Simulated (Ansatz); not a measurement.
Molecule: methyl-bis(sulfanyl)borane, CH5BS2 (charge 0, singlet). SMILES: CB(S)S
Geometry from a B3LYP-D3(BJ)/def2-TZVP (Ansatz, a first-principles code) optimisation:
```
B
C 1 1.5684
H 2 1.0908 1 113.40
H 2 1.0938 3 107.89 1 122.62
H 2 1.0938 3 107.89 4 114.76
S 1 1.8045 2 118.28 3 0.00
H 6 1.3450 1 99.51 2 180.00
S 1 1.8079 2 122.78 3 -180.00
H 8 1.3444 1 97.66 2 0.00
```

Parts of the frozen-core correlation energy in cc-pV(D+d)Z (Ansatz, hartree). Frozen orbitals: 12; correlated occupied orbitals by spin: 12 and 12; virtual: 75 and 75. Spin-orbit coupling is left out. Non-relativistic.

```csv
term,value
reference (HF),-860.61361
MP2 opposite-spin,-0.38075
MP2 same-spin,___
CCSD correlation,___
(T),___
T1 diagnostic,0.013
largest doubles amplitude,0.037
```

Question: Fill in the missing entries.

Answer: 
- MP2 same-spin, value: -0.12057
- CCSD correlation, value: -0.55725
- (T), value: -0.01800
